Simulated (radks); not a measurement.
Results of a calculation; reference values are marked as such.
Task: All-electron atom: P+ in [Ne] 3s2 3p2. Level of theory: scalar-relativistic Kohn-Sham, PBE, spin-polarised, spherical densities, finite nucleus; open shells are filled with parallel spins first; Fermi nuclear charge, rms radius 3.1889 fm (a radial shooting solver on a logarithmic mesh with Libxc functionals). Some entries of the table are withheld. Estimate them.

orbital,occ.,eigenvalue (Ry),<r> (bohr)
1s up,1,-153.9719,0.1036
1s down,1,-153.9543,0.1036
2s up,1,-13.56262,0.5196
2s down,1,-13.54415,0.5195
2p up,3,-9.92931,0.4850
2p down,3,-9.90428,0.4849
3s up,1,-1.77362,1.817
3s down,1,-1.60874,1.822
3p up,2,(1),2.116
3p down,0,(2),2.165

Result: 
(1) 3p up eigenvalue (Ry): -1.10378
(2) 3p down eigenvalue (Ry): -0.94462
